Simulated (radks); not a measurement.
Q: Species: the hydrogen anion H-. Configuration: [He]. Calculated with a radial shooting solver on a logarithmic mesh with Libxc functionals: non-relativistic Kohn-Sham, LDA (Slater exchange, VWN5 correlation), spin-polarised, spherical densities, point nucleus; hard spherical wall at 8 bohr. Some entries of the table are withheld. Estimate them.

orbital,occ.,eigenvalue (hartree),<r^2> (bohr^2)
1s,2,0.09274,7.482
2p,0,(1),23.53
2s,0,(2),22.90

A: 
(1) 2p eigenvalue (hartree): 0.25708
(2) 2s eigenvalue (hartree): 0.28200
